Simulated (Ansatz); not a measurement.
A structure relaxed at B3LYP-D4/def2-SVP in Ansatz, charge 0, singlet:

Cartesian coordinates in Å:
```
Al -0.635 1.170 -0.398
Al 0.635 -1.170 0.398
F 1.582 -1.110 1.742
F 0.925 0.276 -0.665
F -1.583 1.111 -1.742
F -0.389 2.523 0.506
F 0.390 -2.523 -0.505
F -0.926 -0.276 0.664
```

Give its formula and point group.

the cluster Al₂F₆ (the lowest singlet isomer of a short search). Point group D2h (tolerance 0.1 Å).

Summarise the bond lengths by kind (pairs closer than 1.2 times the sum of covalent radii, bridged metal pairs left out).

8 × Al–F 1.65 to 1.82 Å.

The structure comes from a short search, and lower isomers may exist.
